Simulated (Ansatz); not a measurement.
Ansatz (a first-principles code) input (CCSD(T)/STO-3G):

Ansatz 0.2 input:
```yaml
crystal:
  periodic: [false, false, false]
  atoms:
    - {symbol: C, position_ang: [-2.18027659, 0.40777926, 1.69019785]}
    - {symbol: C, position_ang: [-1.50591774, 0.17509939, 0.34562970]}
    - {symbol: C, position_ang: [-1.71387072, -1.25780150, -0.13359812]}
    - {symbol: C, position_ang: [-1.97759884, 1.18386596, -0.69503920]}
    - {symbol: O, position_ang: [-0.08791074, 0.41287717, 0.58020013]}
    - {symbol: Si, position_ang: [1.22894848, -0.06772917, -0.17540443]}
    - {symbol: F, position_ang: [1.58878843, -1.58051973, 0.10942317]}
    - {symbol: F, position_ang: [1.12795285, 0.07751008, -1.74866236]}
    - {symbol: F, position_ang: [2.44106014, 0.80724170, 0.31982088]}
    - {symbol: H, position_ang: [-1.80621370, -0.29951154, 2.43075824]}
    - {symbol: H, position_ang: [-3.25973816, 0.27971246, 1.60002099]}
    - {symbol: H, position_ang: [-1.97730898, 1.41851806, 2.04408863]}
    - {symbol: H, position_ang: [-1.31279992, -1.96884352, 0.58897370]}
    - {symbol: H, position_ang: [-2.77838286, -1.45855097, -0.25952078]}
    - {symbol: H, position_ang: [-1.22863896, -1.42603502, -1.09727421]}
    - {symbol: H, position_ang: [-1.46448710, 1.02944525, -1.64472474]}
    - {symbol: H, position_ang: [-1.77824669, 2.19965604, -0.35320781]}
    - {symbol: H, position_ang: [-3.05040586, 1.07905281, -0.86342939]}
basis:
  gaussian:
    orbitals: STO-3G
magnetization: {spin_polarized: false}
correlation: {method: ccsd_t, electrons: outside_noble_gas}
```

Output:

```
Functional definition: HF
integrals: 0.03 GiB planned
806 factors; integrals over basis functions are off by at most 3.4e-5 eV
0.24 GiB of device memory are held for the factors and their scratch space
mean field: 0.35 GiB planned
mean field evaluation 1: about -21996.8294 eV, gradient 3.4e1 eV
mean field evaluation 2: about -21997.2279 eV, gradient 3.4e1 eV
mean field evaluation 4: about -22001.7543 eV, gradient 2.0e0 eV
mean field evaluation 8: about -22001.7724 eV, gradient 6.3e-5 eV
mean field evaluation 16: about -22001.3404 eV, gradient 1.2e-1 eV
mean field -22001.77236393 eV, -808.5502210374 hartree, gradient 2.2e-6 eV, S^2 0.000000; 0 other end points of the search recorded, 0 dependent functions left out
13 core orbitals not correlated
reference -22001.77236393 eV, -808.5502210374 hartree; 28, 28 occupied and 17, 17 virtual orbitals, 806 factors
second order -8.45416294 eV of doubles, -0.00000000 eV of singles
coupled cluster: 0.19 GiB planned
cycle   1  -9.91276548 eV  change    -1.5e0 eV  update   1.1e-1
cycle   2  -10.60603151 eV  change   -6.9e-1 eV  update   3.5e-2
cycle   3  -10.73594051 eV  change   -1.3e-1 eV  update   1.3e-2
cycle   4  -10.74855180 eV  change   -1.3e-2 eV  update   3.1e-3
cycle   5  -10.74955932 eV  change   -1.0e-3 eV  update   9.4e-4
cycle   6  -10.74954707 eV  change    1.2e-5 eV  update   3.3e-4
cycle   7  -10.74942399 eV  change    1.2e-4 eV  update   1.2e-4
cycle   8  -10.74935279 eV  change    7.1e-5 eV  update   5.0e-5
cycle   9  -10.74935442 eV  change   -1.6e-6 eV  update   1.2e-5
perturbative correction -0.24209231 eV, -0.0088967281 hartree
Total energy: -22012.76381065 eV, -808.9541492543 hartree
```
